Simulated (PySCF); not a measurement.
A compound of formula C16H12 has these computed shifts in ppm, with the number of atoms in brackets (GIAO PBE0/pcSseg-1, IEF-PCM chloroform, PySCF SCF with an in-house response code, fitting set def2-universal-JFIT up to Ne and JKFIT beyond, grid level 2, non-relativistic, geometry: PBE0-D3(BJ)/def2-SVP; 13C, 1H against isolated TMS).

1H: 7.22 (1), 6.88 (1), 6.87 (1), 6.79 (1), 6.62 (1), 6.60 (1), 6.57 (1), 6.54 (1), 6.22 (1), 5.26 (1), 4.58 (1), 4.32 (1)
13C: 152.1 (1), 149.7 (1), 149.4 (1), 145.4 (1), 144.7 (1), 141.6 (1), 141.4 (1), 139.9 (1), 139.3 (1), 138.6 (1), 137.7 (1), 133.3 (1), 132.9 (1), 131.9 (1), 128.6 (1), 126.4 (1)

Task: Which structure gave them?

Result: C1=CC=C2C=CC=c3ccccc3=C2C=C1. Other isomers were not compared.
